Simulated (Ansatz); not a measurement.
H2OPb (SMILES [OH][PbH]) moved off its minimum; all values from Ansatz (an electronic-structure program), cores frozen in correlated methods. Elements past Kr take the def2 small-core potentials, without spin–orbit coupling.
(charge 0, multiplicity 1)
```xyz
4

Pb    -0.14758    -0.12499     0.14529
H     -1.50903     0.04258    -1.16126
O      1.32448     0.91814    -1.04547
H      0.95849     1.16021    -1.92773
```

Give the forces (eV/Å), the total energy and the dipole at CCSD(T)/def2-TZVPPD.


```
atom      Fx      Fy      Fz
----  ------  ------  ------
Pb1    0.380   0.373  -0.484
H2     0.099  -0.022   0.083
O3    -0.840  -0.099  -0.572
H4     0.361  -0.251   0.974
```
Energy -268.2486 hartree, dipole 2.47 D.
